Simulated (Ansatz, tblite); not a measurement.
Removing and adding an electron: In4N4H14, a cluster cut from wurtzite InN (hydrogen-capped). The state is a singlet with charge 0. Geometry: PBE-D4/def2-SVP. Ansatz, gas phase; energy differences of separate SCF runs; the oxidised species was run as a doublet alone; the reduced species was run as a doublet alone.

```xyz
22

In    1.8856    0.1331    1.6002
N     0.7300    1.9578    0.7986
In    1.0970   -1.4699   -1.6632
N     0.7915   -1.4457    0.5194
N    -0.0071    0.4837   -2.1846
In   -0.9257    1.6912   -0.6075
In   -1.2892   -1.7567    1.1765
N    -2.1844    0.2284    0.4246
H     3.4649    0.3756    0.8940
H     1.4350    0.1430    3.2881
H     1.4292    2.5872    0.3761
H     0.3893    2.4772    1.6219
H     2.7489   -1.0572   -2.0542
H     0.0686   -2.6683   -2.4103
H     1.2664   -2.3134    0.8306
H     0.6602    1.0696   -2.7089
H    -0.7274    0.2387   -2.8809
H    -1.7238    3.1495   -1.1304
H    -1.4172   -1.5688    2.9085
H    -2.0888   -2.9188    0.1458
H    -2.6237    0.6816    1.2402
H    -2.9793   -0.0178   -0.1845
```

In the def2 sets In takes a core potential; there is no spin–orbit coupling. The xTB rows come from tblite. Single mean-field runs in def2-TZVP are fitted with def2-universal-jkfit.

```csv
level,−HOMO (eV),vertical IE (eV),−LUMO (eV),vertical EA (eV),HOMO–LUMO gap (eV),IE − EA (eV),remarks
GFN1-xTB,9.03,11.32,5.30,3.60,3.72,7.72,–
GFN2-xTB,10.67,12.69,7.34,5.16,3.33,7.54,–
PBE-D4/def2-TZVP,5.95,–,1.82,0.24,4.13,–,HOMO above zero (-1 doublet)
PBE0-D4/def2-TZVP,7.11,8.54,1.01,-0.06,6.10,8.60,HOMO above zero (-1 doublet)
```

Run but left out: PBE-D4/def2-TZVP (charge +1 doublet: an occupied level 0.05 eV above an empty one).   A HOMO above zero means that the electron is unbound at that level or that self-interaction error raises the level; the energy of removing that electron tells which. Raw xTB energy differences between charge states are shifted by several eV; the methods need an empirical correction for them. Sets without diffuse functions give affinities that are too small. A negative affinity means that the extra electron isn't bound; its size then hangs on the basis.
